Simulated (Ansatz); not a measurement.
Ansatz (a first-principles code) input (CCSD(T)/aug-cc-pVDZ):

Ansatz 0.2 input:
```yaml
crystal:
  periodic: [false, false, false]
  atoms:
    - {symbol: C, position_ang: [2.44205183, 0.52179049, -0.59620332]}
    - {symbol: C, position_ang: [1.49964173, -0.07061435, 0.46673631]}
    - {symbol: C, position_ang: [0.14089565, 0.51343107, 0.40214243]}
    - {symbol: C, position_ang: [-1.02527076, -0.25215002, 0.04792754]}
    - {symbol: O, position_ang: [-0.94619449, -1.45431377, -0.21376889]}
    - {symbol: C, position_ang: [-2.35615197, 0.47193234, 0.00139444]}
    - {symbol: H, position_ang: [2.52731750, 1.60534129, -0.49278681]}
    - {symbol: H, position_ang: [2.07478154, 0.30490105, -1.59999263]}
    - {symbol: H, position_ang: [3.44045445, 0.09297813, -0.49873292]}
    - {symbol: H, position_ang: [1.42650619, -1.15109698, 0.34500935]}
    - {symbol: H, position_ang: [1.92719462, 0.12643151, 1.45751216]}
    - {symbol: H, position_ang: [0.02114102, 1.57478152, 0.59773704]}
    - {symbol: H, position_ang: [-2.33219561, 1.26930015, -0.74552112]}
    - {symbol: H, position_ang: [-2.57679909, 0.93772302, 0.96475608]}
    - {symbol: H, position_ang: [-3.14584370, -0.23218651, -0.24981462]}
basis:
  gaussian:
    orbitals: aug-cc-pVDZ
magnetization: {spin_polarized: true, initial_magnetization: 1}
correlation: {method: ccsd_t, electrons: outside_noble_gas}
output: {forces: true}
```

End of the output:

```
cycle   9  -25.88687623 eV  change   -4.3e-5 eV  update   5.7e-5
cycle  10  -25.88686155 eV  change    1.5e-5 eV  update   2.8e-5
cycle  11  -25.88685030 eV  change    1.1e-5 eV  update   1.6e-5
cycle  12  -25.88684591 eV  change    4.4e-6 eV  update   1.2e-5
cycle  13  -25.88684278 eV  change    3.1e-6 eV  update   8.7e-6
cycle  14  -25.88684225 eV  change    5.3e-7 eV  update   6.0e-6
cycle  15  -25.88684253 eV  change   -2.9e-7 eV  update   3.3e-6
cycle  16  -25.88684375 eV  change   -1.2e-6 eV  update   1.7e-6
cycle  17  -25.88684431 eV  change   -5.7e-7 eV  update   7.7e-7
coupled cluster: 13.50 GiB planned
perturbative correction -0.91803188 eV, -0.0337370493 hartree
the calculation of the forces begins
0.78 GiB of device memory are held for the factors and their scratch space
Total energy: -7358.96477231 eV, -270.4369672967 hartree
Atom 0 at     2.442052     0.521790    -0.596203 Å, force    -0.108553    -0.060295     0.090947 eV/Å
Atom 1 at     1.499642    -0.070614     0.466736 Å, force     0.304931    -0.036807    -0.020124 eV/Å
Atom 2 at     0.140896     0.513431     0.402142 Å, force     0.201028     0.307181     0.082013 eV/Å
Atom 3 at    -1.025271    -0.252150     0.047928 Å, force    -0.471821     0.452229     0.024711 eV/Å
Atom 4 at    -0.946194    -1.454314    -0.213769 Å, force     0.081121    -1.150470    -0.249345 eV/Å
Atom 5 at    -2.356152     0.471932     0.001394 Å, force     0.015593     0.009675     0.004960 eV/Å
Atom 6 at     2.527318     1.605341    -0.492787 Å, force     0.028038     0.486391     0.062615 eV/Å
Atom 7 at     2.074782     0.304901    -1.599993 Å, force    -0.175417    -0.103689    -0.457803 eV/Å
Atom 8 at     3.440454     0.092978    -0.498733 Å, force     0.441787    -0.192188     0.042610 eV/Å
Atom 9 at     1.426506    -1.151097     0.345009 Å, force    -0.026966    -0.481997    -0.062056 eV/Å
Atom 10 at     1.927195     0.126432     1.457512 Å, force     0.162883     0.078859     0.400852 eV/Å
Atom 11 at     0.021141     1.574782     0.597737 Å, force    -0.077384     0.504355     0.095348 eV/Å
Atom 12 at    -2.332196     1.269300    -0.745521 Å, force     0.038954     0.331807    -0.329502 eV/Å
Atom 13 at    -2.576799     0.937723     0.964756 Å, force    -0.070497     0.185396     0.427887 eV/Å
Atom 14 at    -3.145844    -0.232187    -0.249815 Å, force    -0.343698    -0.330448    -0.113115 eV/Å
Dipole moment:     0.128678     0.582546     0.134139 e Å
```

It need not be the lowest isomer of its formula.

The determinant is spin-contaminated: <S^2> is 0.87 against 0.75 for a pure state.
